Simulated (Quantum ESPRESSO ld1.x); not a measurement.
Valence configurations of P II (all share [Ne]). Calculated with ld1.x of Quantum ESPRESSO 7.5: Dirac Kohn-Sham, LDA (Slater exchange, Perdew-Zunger correlation), spin-unpolarised, spherical densities, point nucleus; open shells are shared between the two j in proportion to 2j + 1. Energies are relative to 3s2 3p2; eigenvalues in eV.

3s2 3p2: E (eV) 0.000; e(3p1/2) -14.351; e(3p3/2) -14.283; e(3s1/2) -23.324
3s1.5 3p2.5: E (eV) 4.523; e(3p1/2) -14.650; e(3p3/2) -14.581; e(3s1/2) -23.677
3s1 3p3: E (eV) 9.072; e(3p1/2) -14.939; e(3p3/2) -14.869; e(3s1/2) -24.017
3s0.5 3p3.5: E (eV) 13.647; e(3p1/2) -15.218; e(3p3/2) -15.147; e(3s1/2) -24.345
3p4: E (eV) 18.247; e(3p1/2) -15.488; e(3p3/2) -15.416

NIST lists [Ne] 3s2 3p2 as the ground configuration; this level of theory agrees among the configurations tried. The energies are those of spherical spin-averaged densities, not of single terms.
